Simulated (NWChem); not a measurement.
## Atomisation of ethylene carbonate (C$_{3}$H$_{4}$O$_{3}$)

```xyz
10

O      0.0000     0.0000    -2.0310
C      0.0000     0.0000    -0.8464
O     -0.1002     1.0999    -0.0702
C      0.0989     0.7579     1.2869
C     -0.0989    -0.7579     1.2869
O      0.1002    -1.0999    -0.0702
H     -0.6286     1.2956     1.9101
H      1.1166     1.0518     1.5934
H      0.6286    -1.2956     1.9101
H     -1.1166    -1.0518     1.5934
```
Charge 0, spin multiplicity 1.

The numbers come from NWChem runs, not from measurements. All single points use one geometry, from PBE0/def2-SVP, a minimum by its harmonic frequencies. It is one conformer; others weren't searched.

Basis set: def2-SVP. The atomisation energy is electronic alone: no zero-point, thermal, spin-orbit or counterpoise terms. No value is extrapolated to the basis-set limit. Free atoms are single determinants with multiplicities O 3, C 3, H 2. Correlated methods freeze the same cores in atoms and molecule, 6 orbitals in all.

No SCF solution was tested for a lower state. Open-shell Hartree-Fock references start from PBE0 orbitals.

Question: For the atomisation energy, LDA (SVWN5) gives 1281.3 kcal/mol and PBE gives 1117.4 kcal/mol. What do CAM-B3LYP, r2SCAN, MP2 give?

Answer: CAM-B3LYP: 1076.1 kcal/mol; r2SCAN: 1078.4 kcal/mol; MP2: 1036.0 kcal/mol.
